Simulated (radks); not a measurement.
Results of a calculation; reference values are marked as such.
Ionisation of the chlorine ion Cl+, [Ne] 3s2 3p4, to Cl2+, [Ne] 3s2 3p3, under several functionals. Non-relativistic Kohn-Sham, spin-polarised, spherical densities, point nucleus; open shells are filled with parallel spins first; a radial shooting solver on a logarithmic mesh with Libxc functionals.

functional,E(Cl+) (hartree),Exc (hartree),IE (eV),-e(HOMO) (eV),<r> HOMO (bohr),IE error (eV)
BP86,-459.71895,-27.88205,23.836,18.348,1.724,+0.022
"LDA (Slater exchange, VWN5 correlation)",-458.18456,-26.30041,23.960,18.430,1.728,+0.146
exchange-only LDA,-456.91306,-24.99903,22.035,16.723,1.746,-1.779
exchange-only PBE,-458.88740,-27.02608,22.290,16.963,1.752,-1.524
PW91,-459.66461,-27.82755,23.730,18.273,1.727,-0.083
B86b exchange with PBE correlation,-459.65885,-27.82114,23.680,18.230,1.725,-0.133
PBEsol,-458.80410,-26.94065,23.616,18.175,1.726,-0.198
SCAN,-459.70448,-27.88383,23.345,18.118,1.729,-0.469
SOGGA,-458.69139,-26.82659,23.491,18.065,1.726,-0.322
Wu-Cohen GGA,-459.21446,-27.36611,23.653,18.199,1.722,-0.160

NIST Atomic Spectra Database: 23.814 eV (measured). Closest: BP86. The Delta-SCF values span 1.92 eV, the total energies 2.81 hartree. The highest occupied level is 3p. Open shells are spherical and high-spin; term and fine-structure splittings are not resolved.
